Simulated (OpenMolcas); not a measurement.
## Levels of Tb²⁺ by method

```json
{
 "Program": "OpenMolcas",
 "Basis": "ANO-RCC-VTZP [8s7p5d3f2g1h]",
 "Scalar Hamiltonian": "DKH2, point nucleus",
 "Active space": "9 electrons in 7 orbitals (4f)",
 "State averaging": "2S+1 = 6 odd, 21 roots; 2S+1 = 4 odd, 224 roots (128 in the spin-orbit step); 2S+1 = 2 odd, 249 roots kept (CI in the orbitals of an earlier block, 143 in the spin-orbit step)",
 "Spin-orbit coupling": "RASSI with atomic mean-field integrals over the reference wave functions, term energies averaged over their components"
}
```

Methods on the same reference wave functions:
A. CASSCF
B. SS-CASPT2, IPEA 0.25 Eh, imaginary shift 0.1 Eh (closed shells correlated: 5s 5p)
C. MS-CASPT2, IPEA 0.25 Eh, imaginary shift 0.1 Eh (closed shells correlated: 5s 5p)

Energies in cm-1 above 4f9 6H* 15/2, the measured ground level; measured values from Martin, Zalubas and Hagan, Atomic Energy Levels: The Rare-Earth Elements, NSRDS-NBS 60 (1978).

| Level | A | B | C | Measured |
| --- | --- | --- | --- | --- |
| 4f9 6H* 15/2 | 0.0 | 0.0 | 0.0 | 0.0 |
| 4f9 6H* 13/2 | 2908 | 2960 | 2960 | 2805 |
| 4f9 6H* 11/2 | 5031 | 5030 | 5030 | 4735 |
| 4f9 6H* 9/2 | 6680 | 6650 | 6650 | 6258 |
| 4f9 6H* 7/2 | 7970 | 7920 | 7920 | 7422 |
| 4f9 6F* 11/2 | 8816 | 6790 | 6790 | 6470 |
| 4f9 6H* 5/2 | 8945 | 8880 | 8880 | 8286 |
| 4f9 6F* 9/2 | 10076 | 7970 | 7970 | 7622 |
| 4f9 6F* 7/2 | 11664 | 9580 | 9580 |  |
| 4f9 6F* 5/2 | 12870 | 10780 | 10780 | 10220 |
| 4f9 6F* 3/2 | 13618 | 11470 | 11470 |  |
| 4f9 6F* 1/2 | 14068 | 11900 | 11900 |  |
| 4f9 4F* 9/2(1) [69 %] | 22185 | 19090 | 19090 |  |
| 4f9 4I* 15/2(1) [62 %] | 22874 | 20650 | 20650 |  |
| 4f9 4G* 11/2(1) | 24574 | 21290 | 21290 |  |
| 4f9 4M* 21/2 | 24847 | 24260 | 24260 |  |
| 4f9 4I* 13/2(1) | 25882 | 23510 | 23510 |  |
| 4f9 4M* 19/2 [63 %] | 26207 | 25210 | 25210 |  |
| 4f9 4F* 7/2(1) [64 %] | 26382 | 23160 | 23160 |  |
| 4f9 4I* 11/2(1) | 28024 | 25570 | 25570 |  |
| 4f9 4I* 9/2(1) | 29317 | 26740 | 26740 |  |
| 4f9 4M* 17/2 [51 %] | 29391 | 28170 | 28170 |  |
| 4f9 4G* 9/2(1) [65 %] | 30223 | 27010 | 27010 |  |
| 4f9 4L* 19/2 [61 %] | 31182 | 29590 | 29590 |  |

Deviations, from unrounded energies. A percentage is the sum of absolute deviations over the sum of measured energies, with the sign that they share, or ± where signs differ.

| Against measurement | Levels | A | B | C |
| --- | --- | --- | --- | --- |
| mean absolute deviation (cm-1) | 8 | 1200 | 390 | 390 |
| fine structure of the ground term (%) | 5 | +6.9 | +6.5 | +6.5 |
| other terms of the ground configuration (%) | 3 | +30.6 | +5.0 | +5.0 |

B, C lie about equally close to measurement and A furthest from it. The largest miss of C in the table is 4f9 6H* 5/2, by +590 cm-1. The ranking rests on the paired levels alone, and a cruder setting can come out closer through cancelling errors.

Between B and C no level of the table moves by more than 5 cm-1.

The two smallest mean deviations differ by little beside CASPT2's spread within terms, so their order carries little weight.

From A to B the spin-free energies of the other terms of 4f9 shown, above 6H*, scale by factors of 0.69 to 0.97.

The lowest spin-free term lies below A's lowest term by 0.794 hartree in B, 0.794 hartree in C.

CASPT2 breaks the degeneracy within a term, and the mean is taken; among the terms shown or strongly mixed into the levels shown the widest spread is 360 cm-1 (4f9 6H*, C). High states are left out of the spin-orbit mixing, which shifts the levels that they would mix with. Without dynamic correlation excited terms often stand tens of per cent too high (terms of higher spin than the ground term too low), and those without a measured partner can miss by more than the paired ones (holds for A). Blocks of more than 70 roots (2S+1 = 4 odd, 2 odd) ran without multistate coupling (holds for C). Computed and measured levels are paired by configuration, term and J; levels that our copy of the source lacks, or whose pairing is in doubt (as where it misses far off the trend of its configuration), stay unpaired and out of the deviations. Only configurations of the active space appear. The table leaves out levels that lie high or whose names do not pair safely across all columns.

A share in square brackets marks a mixed level and gives the weight of the term that names it, the lowest over the columns. A number in round brackets counts repeated terms of one configuration in the order of the reference energies. * marks odd parity.
